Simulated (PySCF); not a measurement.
Calculation: B3LYP-D3(BJ)/def2-TZVP run with PySCF. Isolated molecules, 0 K electronic values unless said otherwise. One relaxed conformer stands for a flexible species; it need not be the lowest. B3LYP has the VWN-RPA correlation part, as in Gaussian. Delta-SCF ions had no search for a lower state. 

Reference species (SMILES): `S[Si](S)(S)Br` (neutral, multiplicity 1).

```
Item                                       Value
--------------------------------------  --------
vertical ionisation energy (Delta-SCF)   9.39 eV
HOMO                                    -7.46 eV
LUMO                                    -1.08 eV
```

Changed species: `Br[Si](Br)(Br)Br` (0 of 4 Br replaced by SH; the reference has 3 of 4 Br replaced by SH).

Give the shifts of the vertical ionisation energy (Delta-SCF), HOMO and LUMO.

the vertical ionisation energy (Delta-SCF) increases by 0.95 eV, to 10.34 eV; the HOMO falls by 0.96 eV, to -8.42 eV; the LUMO drops by 0.99 eV, to -2.07 eV.
